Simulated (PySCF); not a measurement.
Species: (CdSe)4 cube, Cd4Se4 (singlet state).
Cartesian coordinates in Å at the PBE0-D3(BJ)/def2-SVP level; atoms count from 1:
```xyz
8
Cd4Se4 angstrom
Cd    -0.4523   -0.9197    1.6330
Se     2.1333   -1.1119    0.9910
Cd     1.3721    1.3540    0.3408
Se    -0.9004    1.7121    1.6817
Cd    -1.5800    0.8245   -0.7473
Se    -1.7755   -1.8385   -0.4989
Cd     0.7217   -1.3021   -1.2744
Se     0.6194    1.1959   -2.2095
```

Method: TDDFT CAM-B3LYP/def2-SVPD, vertical, gas phase, core orbitals frozen in the response, def2 core potentials past Kr (PySCF 2.14.0, density-fitted response routines). Spin–orbit coupling is left out.

Transition dipole moments from the ground state, in atomic units and in the frame of the coordinates above (overall signs are arbitrary), for the states with f of 0.002 or more among the lowest 6:

| state | E (hartree) | μx | μy | μz |
| --- | --- | --- | --- | --- |
| S4 | 0.1080 | 0.391 | -0.101 | -0.673 |
| S5 | 0.1082 | -0.434 | 0.562 | -0.348 |
| S6 | 0.1095 | -0.535 | -0.547 | -0.229 |

(1) Work out the oscillator strengths.

(2) What peak molar absorption coefficient would the strongest computed level give as a lone Gaussian band 0.5 eV wide at half height?

## Answers

(1) f = (2/3) ΔE |μ|² with ΔE in hartree (27.2114 eV).

```
state  |μ|² (au)  |μ| (D)      f
   S4      0.616     2.00  0.044
   S5      0.625     2.01  0.045
   S6      0.638     2.03  0.047
```

(2) ε(max) = 2.175×10⁸ f / FWHM, with the width in cm⁻¹. S4/S5 (f summed): 2.175×10⁸ × 0.0895 / 4033 ≈ 4800 L mol⁻¹ cm⁻¹.

S4/S5 coincide within about 0.01 eV; within a degenerate level the directions of the single components are arbitrary.

All these states lie below the vertical ionisation energy of 8.27 eV (ΔSCF).

Hardware: Intel Xeon Platinum 8259CL at 2.50 GHz, one thread, on a shared host. Cost: 20 min of wall time (grids of density and orbitals included), 2.1 GiB resident at most.
